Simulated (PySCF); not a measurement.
C₄H₄, SMILES C=C=C=C. Atoms are numbered in the order given.

```xyz
8

C      0.0000     0.0000     1.9575
C      0.0000     0.0000     0.6371
C      0.0000     0.0000    -0.6371
C      0.0000     0.0000    -1.9575
H      0.0000    -0.9353     2.5286
H      0.0000     0.9353     2.5286
H      0.0000    -0.9353    -2.5286
H      0.0000     0.9353    -2.5286
```

Coordinates come from a B3LYP-D3(BJ)/def2-SVP optimisation.

These are PBE/pcSseg-1 (PySCF) values and carry that method's errors.

GIAO shieldings, no solvent; atoms alike by connectivity are averaged. δ = σ(ref) − σ: ¹³C against TMS (σ = 182.0 ppm); ¹H against TMS (σ = 31.49 ppm), references at their B3LYP-D3(BJ)/def2-TZVP geometries, non-relativistic.

Computed chemical shifts:
```csv
nucleus,atoms,count,δ (ppm)
¹³C,"C2, C3",2,188.5
¹³C,"C1, C4",2,105.1
¹H,"H5, H6, H7, H8",4,5.98
```
